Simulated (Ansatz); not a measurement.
Geometry optimisation, Ansatz 0.2.0, RKS B3LYP-D4/def2-mTZVP.

Input:

```yaml
crystal:
  periodic: [false, false, false]
  atoms:
    - { symbol: Ge, position_ang: [0.215759, 0.009402, -0.055855] }
    - { symbol: H, position_ang: [0.227992, -0.111946, 1.483919] }
    - { symbol: H, position_ang: [1.669946, 0.048462, -0.563188] }
    - { symbol: H, position_ang: [-0.491109, 1.303765, -0.478742] }
    - { symbol: H, position_ang: [-0.48711, -1.209934, -0.668739] }
    - { symbol: "N", position_ang: [-2.555377, -0.096286, 1.391519] }
    - { symbol: H, position_ang: [-2.628519, -0.590998, 0.510924] }
    - { symbol: H, position_ang: [-2.662093, 0.895875, 1.211439] }
    - { symbol: H, position_ang: [-1.610089, -0.24834, 1.776022] }
basis:
  gaussian: { orbitals: def2-mTZVP }
hamiltonian:
  xc: b3lyp
  dispersion: d4
relax:
  f_tol: 0.03
  max_steps: 50
```

Launched with:

```bash
$ ansatz run input.yaml --threads 1 --pin off --max-ram 2048MiB --backend cpu --events-out ev --progress --plain --runs-dir out
```

Question: Where does it end, and by what steps?

Answer: It converged. The force dipped under the threshold on the way, but the program's further checks kept it going. After 12 steps the energy has fallen by 0.191 eV; H9 moved furthest, 0.70 Å.

| step | energy less start (eV) | largest force component (eV/Å) | accepted |
| --- | --- | --- | --- |
| 0 | 0.0000 | 0.978 | yes |
| 1 | -0.1339 | 0.283 | yes |
| 2 | -0.1808 | 0.083 | yes |
| 3 | -0.1607 | 0.581 | no |
| 4 | -0.1875 | 0.042 | yes |
| 5 | -0.1846 | 0.344 | no |
| 6 | -0.1889 | 0.023 | yes |
| 7 | -0.1899 | 0.028 | yes |
| 8 | -0.1906 | 0.083 | yes |
| 9 | -0.1910 | 0.036 | yes |
| 10 | -0.1912 | 0.032 | yes |
| 11 | -0.1913 | 0.041 | yes |
| 12 | -0.1914 | 0.025 | yes |

```xyz
9
Properties=species:S:1:pos:R:3
Ge 0.485 0.038 -0.166
H 0.643 -0.105 1.357
H 1.874 0.070 -0.825
H -0.263 1.344 -0.482
H -0.314 -1.156 -0.712
N -2.939 -0.055 1.480
H -2.886 -0.688 0.687
H -2.715 0.875 1.139
H -2.205 -0.323 2.129
```

Whether the end is a true minimum wasn't checked by a vibrational analysis.

Run time: 38 s on 1 thread of Arm Neoverse V1 (shared host), peak memory 0.16 GiB.
